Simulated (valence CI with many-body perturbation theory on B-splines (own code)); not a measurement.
The numbers below are computed, except where a source is named.
## From CI to CI+MBPT in Cr¹⁰⁺

Level of theory: relativistic CI+MBPT: four valence electrons over a frozen Dirac-Fock core [Ne], radial functions for each j: 11 s, 11 p, 9 d, 7 f, 5 g, 2 h, 1 i, with the one-electron correlation potential Σ1 (screened to all orders), the two-electron term Σ2, the three-electron term Σ3, Breit, model QED; selected single and double excitations, second order for the rest, scaled by the run's own slope (own B-spline code, finite nucleus).

No measured levels were compared; by estimate levels of excited configurations hold to 0.05 to 0.15 % of their energy, terms of the ground configuration to about 0.5 %.

Each rung adds one term. CI alone is the Dirac-Coulomb CI over the frozen core; QED comes last and gives the full result, which names the levels. Energies are above 3s2 3p2 3P_0 on the same rung, in cm⁻¹.

Names give the largest LS component (configuration and term), which can be under half, so a name can repeat, a term be missing and a line seem to break the LS rules; names also repeat where a configuration has a term twice.

| Level | CI alone |
| --- | --- |
| 3s2 3p2 3P_1 | 5630 |
| 3s2 3p2 3P_2 | 12242 |
| 3s2 3p2 1D_2 | 37626 |
| 3s2 3p2 1S_0 | 76078 |
| 3s 3p3 5S°_2 | 177651 |
| 3s 3p3 3D°_1 | 242633 |
| 3s 3p3 3D°_2 | 242767 |
| 3s 3p3 3D°_3 | 244352 |
| 3s 3p3 3P°_0 | 279099 |
| 3s 3p3 3P°_1 | 279484 |
| 3s 3p3 3P°_2 | 279790 |
| 3s 3p3 1D°_2 | 308072 |
| 3s 3p3 3S°_1 | 362080 |
| 3s2 3p 3d 3F°_2 | 370475 |
| 3s 3p3 1P°_1 | 377283 |
| 3s2 3p 3d 3F°_3 | 374964 |

(1) What do these energies become with core correlation, Breit and QED?

(2) How does the ionisation energy move along the ladder, and which term matters most?

Answers

(1) 3s2 3p2 3P_1 5538 (-92); 3s2 3p2 3P_2 12003 (-239); 3s2 3p2 1D_2 37102 (-523); 3s2 3p2 1S_0 75181 (-897); 3s 3p3 5S°_2 178212 (+561); 3s 3p3 3D°_1 242348 (-285); 3s 3p3 3D°_2 242456 (-311); 3s 3p3 3D°_3 243930 (-422); 3s 3p3 3P°_0 278164 (-935); 3s 3p3 3P°_1 278496 (-989); 3s 3p3 3P°_2 278792 (-997); 3s 3p3 1D°_2 306577 (-1495); 3s 3p3 3S°_1 356834 (-5246); 3s2 3p 3d 3F°_2 368691 (-1783); 3s 3p3 1P°_1 372894 (-4389); 3s2 3p 3d 3F°_3 373055 (-1909).

(2) CI alone 269.58, + Σ1 270.17, + Σ2 270.01, + Σ3 269.92, + Breit 269.83, + QED 269.84 eV. The largest step is Σ1, 0.59 eV. NIST lists 270.8 ± 0.5 eV (semi-empirical).
